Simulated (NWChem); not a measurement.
System: CH3ClTe; SMILES C[Te]Cl

Here is an NWChem input.

```
start job
memory heap 200 mb stack 900 mb global 1100 mb
geometry units angstroms noautoz
  Te    -0.340484     0.439465     0.001156
  Cl     0.097214    -1.898612    -0.001205
  C      1.728954     1.000556     0.001431
  H      1.755191     2.100496     0.008294
  H      2.212721     0.620195    -0.906119
  H      2.214468     0.609136     0.903351
end
basis spherical
  * library def2-svp
end
ecp
  Te library def2-ecp
end
dft
  xc b3lyp
  iterations 150
  mulliken
end
task dft energy
```

Excerpt of the output:

```
             Northwest Computational Chemistry Package (NWChem) 7.3.0
             --------------------------------------------------------

 C1  symmetry detected

                             Geometry "geometry" -> ""
                             -------------------------

 Output coordinates in angstroms (scale by  1.889725989 to convert to a.u.)

  No.       Tag          Charge          X              Y              Z
 ---- ---------------- ---------- -------------- -------------- --------------
    1 Te                  52.0000    -0.35440541     0.43465089    -0.00000924
    2 Cl                  17.0000     0.12310914    -1.89562142    -0.00000611
    3 C                    6.0000     1.70516111     1.03095833    -0.00004887
    4 H                    1.0000     1.71263202     2.13119208     0.00572891
    5 H                    1.0000     2.19546622     0.65800840    -0.90716587
    6 H                    1.0000     2.19716079     0.64876723     0.90231438

 Effective nuclear repulsion energy (a.u.)     337.3592900031

                                 NWChem DFT Module
                                 -----------------

 Summary of "ao basis" -> "ao basis" (spherical)
 ------------------------------------------------------------------------------
       Tag                 Description            Shells   Functions and Types
 ---------------- ------------------------------  ------  ---------------------
 Te                         def2-svp                10       26   4s4p2d
 Cl                         def2-svp                 8       18   4s3p1d
 C                          def2-svp                 6       14   3s2p1d
 H                          def2-svp                 3        5   2s1p

            General Information
            -------------------
          SCF calculation type: DFT
          Wavefunction type:  closed shell.
          No. of atoms     :     6
          No. of electrons :    50
           Alpha electrons :    25
            Beta electrons :    25
          Charge           :     0
          Spin multiplicity:     1
          Use of symmetry is: off; symmetry adaption is: off
          Maximum number of iterations: 150
          AO basis - number of functions:    73
                     number of shells:    33
          Convergence on energy requested:  1.00D-06
          Convergence on density requested:  1.00D-05
          Convergence on gradient requested:  5.00D-04

              XC Information
              --------------
                         B3LYP Method XC Potential
                     Hartree-Fock (Exact) Exchange  0.200
                        Slater Exchange Functional  0.800 local
                    Becke 1988 Exchange Functional  0.720 non-local
              Lee-Yang-Parr Correlation Functional  0.810
                  VWN I RPA Correlation Functional  0.190 local

             Grid Information
             ----------------
          Grid used for XC integration:  medium
          Radial quadrature: Mura-Knowles
          Angular quadrature: Lebedev.
          Tag              B.-S. Rad. Rad. Pts. Rad. Cut. Ang. Pts.
          ---              ---------- --------- --------- ---------
          Te                  1.40      123           9.0       590
          Cl                  1.00       88          11.0       590
          C                   0.70       49           9.0       434
          H                   0.35       45          10.0       434
          Grid pruning is: on
          Number of quadrature shells:   395
          Spatial weights used:  Erf1

      Superposition of Atomic Density Guess
      -------------------------------------

 Sum of atomic energies:        -809.66988516

      Non-variational initial energy
      ------------------------------

 Total energy =    -766.159085
 1-e energy   =   -1499.484561
 2-e energy   =     559.776854
 HOMO         =      -0.214503
 LUMO         =      -0.066404

     ---------------------------------------------
      Total Density - Mulliken Population Analysis
     ---------------------------------------------

    Atom       Charge   Shell Charges
 -----------   ------   -------------------------------------------------------
    1 Te  24    23.57   1.77  0.27  1.21  0.64  2.89  3.14  1.82  1.73  9.85  0.25
    2 Cl  17    17.42   2.00  1.99  1.23  0.73  5.94  2.12  3.40  0.01
    3 C    6     6.39   1.99  0.94  0.30  1.96  1.18  0.02
    4 H    1     0.87   0.65  0.19  0.03
    5 H    1     0.88   0.67  0.18  0.03
    6 H    1     0.88   0.67  0.18  0.03

   convergence    iter        energy       DeltaE   RMS-Dens  Diis-err
 ---------------- ----- ----------------- --------- --------- ---------
 d= 0,ls=0.0,diis     1   -768.0277519793 -9.42D+02  1.40D-02  2.79D-01
 d= 0,ls=0.0,diis     2   -768.0330414054 -5.29D-03  8.11D-03  1.76D-01
 d= 0,ls=0.0,diis     3   -768.0572652455 -2.42D-02  2.64D-03  3.52D-02
 d= 0,ls=0.0,diis     4   -768.0626206557 -5.36D-03  5.44D-04  1.54D-03
 d= 0,ls=0.0,diis     5   -768.0628346153 -2.14D-04  1.05D-04  4.06D-05
  Resetting Diis
 d= 0,ls=0.0,diis     6   -768.0628400892 -5.47D-06  4.01D-05  1.26D-05
 d= 0,ls=0.0,diis     7   -768.0628418900 -1.80D-06  2.02D-05  4.33D-07
 d= 0,ls=0.0,diis     8   -768.0628418234  6.66D-08  1.21D-05  8.54D-07
 d= 0,ls=0.0,diis     9   -768.0628419675 -1.44D-07  1.21D-06  7.79D-09

         Total DFT energy =     -768.062841967527
      One electron energy =    -1501.420627742213
           Coulomb energy =      615.482570371875
    Exchange-Corr. energy =      -55.673407366817
 Nuclear repulsion energy =      173.548622769628

 Numeric. integr. density =       49.999990340244

                       DFT Final Molecular Orbital Analysis
                       ------------------------------------

 Vector   23  Occ=2.000000D+00  E=-3.209916D-01
              MO Center=  8.6D-02, -1.6D+00, -9.0D-05, r^2= 1.9D+00
   Bfn.  Coefficient  Atom+Function         Bfn.  Coefficient  Atom+Function
  ----- ------------  ---------------      ----- ------------  ---------------
    39      0.587989  2 Cl pz                36      0.437945  2 Cl pz
    33      0.255396  2 Cl pz                13      0.192095  1 Te pz
    16      0.179124  1 Te pz                10     -0.077999  1 Te pz
    50     -0.061888  3 C  pz                 7     -0.061051  1 Te pz
    64      0.048572  5 H  s                 69     -0.048385  6 H  s

 Vector   24  Occ=2.000000D+00  E=-2.957298D-01
              MO Center=  2.4D-01, -1.0D+00,  3.2D-05, r^2= 3.4D+00
   Bfn.  Coefficient  Atom+Function         Bfn.  Coefficient  Atom+Function
  ----- ------------  ---------------      ----- ------------  ---------------
    37      0.557167  2 Cl px                34      0.401549  2 Cl px
    11     -0.249296  1 Te px                31      0.233873  2 Cl px
    48      0.225820  3 C  px                47     -0.167051  3 C  s
     4      0.154123  1 Te s                 51      0.152150  3 C  px
     3      0.139587  1 Te s                 14     -0.096831  1 Te px

 Vector   25  Occ=2.000000D+00  E=-2.140553D-01
              MO Center= -2.4D-01,  1.6D-01, -8.5D-05, r^2= 3.0D+00
   Bfn.  Coefficient  Atom+Function         Bfn.  Coefficient  Atom+Function
  ----- ------------  ---------------      ----- ------------  ---------------
    13      0.578593  1 Te pz                16      0.526755  1 Te pz
    39     -0.300079  2 Cl pz                10     -0.223586  1 Te pz
    36     -0.199578  2 Cl pz                 7     -0.173960  1 Te pz
    33     -0.114923  2 Cl pz                65      0.095329  5 H  s
    70     -0.095161  6 H  s                 64      0.084882  5 H  s

 Vector   26  Occ=0.000000D+00  E=-8.698790D-02
              MO Center= -2.6D-01,  3.9D-03,  3.7D-05, r^2= 3.7D+00
   Bfn.  Coefficient  Atom+Function         Bfn.  Coefficient  Atom+Function
  ----- ------------  ---------------      ----- ------------  ---------------
    15      0.696868  1 Te py                12      0.513712  1 Te py
    38      0.513667  2 Cl py                 3     -0.271458  1 Te s
    35      0.271422  2 Cl py                30      0.268366  2 Cl s
    47     -0.200860  3 C  s                  9     -0.198009  1 Te py
    32      0.158364  2 Cl py                 6     -0.153353  1 Te py

 Vector   27  Occ=0.000000D+00  E=-1.134860D-02
              MO Center=  2.2D-01,  5.2D-01, -2.7D-04, r^2= 4.3D+00
   Bfn.  Coefficient  Atom+Function         Bfn.  Coefficient  Atom+Function
  ----- ------------  ---------------      ----- ------------  ---------------
    47      1.216468  3 C  s                 14     -0.950909  1 Te px
    51     -0.509881  3 C  px                 4     -0.497311  1 Te s
    11     -0.367615  1 Te px                48     -0.317497  3 C  px
     3     -0.309665  1 Te s                 60     -0.276891  4 H  s
    65     -0.257547  5 H  s                 70     -0.255868  6 H  s

 Vector   28  Occ=0.000000D+00  E= 7.175285D-02
              MO Center=  1.8D+00,  1.3D+00,  1.2D-03, r^2= 4.7D+00
   Bfn.  Coefficient  Atom+Function         Bfn.  Coefficient  Atom+Function
  ----- ------------  ---------------      ----- ------------  ---------------
    47      2.297594  3 C  s                 60     -1.411954  4 H  s
    65     -1.034823  5 H  s                 70     -1.034068  6 H  s
    51      0.537093  3 C  px                 3      0.491439  1 Te s
    52      0.358541  3 C  py                 4     -0.257265  1 Te s
    48      0.245719  3 C  px                14      0.194505  1 Te px

     ---------------------------------------------
      Total Density - Mulliken Population Analysis
     ---------------------------------------------

[...]
```

Level: B3LYP/def2-SVP with def2 effective core potentials on Te. Coordinates come from a PBE0/def2-SVP optimisation. def2 effective core potentials on Te; no spin-orbit coupling.
